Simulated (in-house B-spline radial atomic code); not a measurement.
**Hg VIII (Hg7+): [Xe] 4f14 5d5**

All numbers are computed (Dirac-Kohn-Sham AM05, spherical fractional occupations; Fermi nucleus of rms radius 5.4648 fm) with an all-electron radial atomic-structure program (B-spline basis), not measured.

Screening seen three ways: the hydrogenic charge with the same mean radius, Z_r = [3n² - l(l+1)]/(2<r>), the one with the same energy, Z_e = n√(-2ε), and Slater's rules. Values are occupation-weighted means over j. An effective charge above Z reflects the relativistic contraction of the inner shells.

```
shell  electrons   ε (eV)  <r> (bohr)    Z_r    Z_e  Slater
   1s          2   -83044      0.0166  90.34  78.13   79.70
   2s          2   -14799      0.0693  86.59  65.96   75.85
   2p          6   -12914     0.06272  79.71  61.62   75.85
   3s          2  -3593.7      0.1802  74.90  48.76   68.75
   3p          6  -3040.1      0.1811  69.02  44.84   68.75
   3d         10  -2397.4       0.165  63.62  39.82   58.85
   4s          2  -873.48      0.3993  60.11  32.05   52.25
   4p          6  -689.55       0.424  54.25  28.48   52.25
   4d         10  -455.48      0.4489  46.78  23.14   40.85
   5s          2  -222.76      0.8869  42.28  20.23   22.35
   4f         14  -203.37      0.4804  37.47  15.46   29.45
   5p          6  -170.69      0.9973  36.60  17.71   22.35
   5d          5  -106.46        1.23  28.05  13.99   10.60
```

The least bound orbital is 5d5/2 at -105.4 eV, and it is also the most diffuse (<r> = 1.241 bohr).

Spin-orbit splittings of the orbital energies (j = l + 1/2 above j = l - 1/2 when positive): 2p 1945 eV, 3p 430.9 eV, 3d 92.42 eV, 4p 104.3 eV, 4d 19.48 eV, 4f 4.226 eV, 5p 19.85 eV, 5d 2.728 eV.

For the 1s electron the small component carries 9.24 % of the norm, the zero-frequency Breit interaction raises the level by 315.7 eV, self-energy by 202.9 eV, and vacuum polarisation lowers it by 41.99 eV.
